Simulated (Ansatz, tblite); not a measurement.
System: H2Mg, singlet: symmetric bend, bond length relaxed. Scanned: H-Mg-H angle. Other coordinates (Mg-H bond length) were minimised at B3LYP/def2-TZVP.

RKS-PBE0/cc-pVTZ = restricted PBE0/cc-pVTZ (Ansatz, an electronic-structure program); GFN2-xTB, 300 K electronic temperature (tblite); MP2/cc-pVTZ = MP2 on RHF/cc-pVTZ, frozen core (Ansatz).

Energies in kcal/mol, each method relative to its own lowest point.

| a / ° | RKS-PBE0/cc-pVTZ | GFN2-xTB | MP2/cc-pVTZ |
|---|---|---|---|
| 180 | 0.0 | 0.0 | 0.0 |
| 169.48 | 0.4 | 0.1 | 0.4 |
| 161.80 | 1.1 | 0.5 | 1.2 |
| 149.18 | 3.3 | [?] | 3.4 |
| 138.16 | 6.1 | [?] | 6.4 |
| 132.32 | 8.0 | 3.9 | 8.4 |
| 121.58 | 12.4 | [?] | 13.0 |
| 110.42 | 18.3 | [?] | 19.1 |
| 101.29 | 24.2 | 14.9 | 25.3 |
| 90.50 | 32.9 | 22.3 | 34.4 |
| 80.80 | 42.6 | [?] | 44.4 |
| 69.17 | 57.3 | 48.8 | 59.5 |
| 60 | 71.5 | 69.8 | 73.9 |

Task: Complete the blanks.

Result: 
- 149.18, GFN2-xTB: 1.4
- 138.16, GFN2-xTB: 2.9
- 121.58, GFN2-xTB: 6.5
- 110.42, GFN2-xTB: 10.4
- 80.80, GFN2-xTB: 31.8
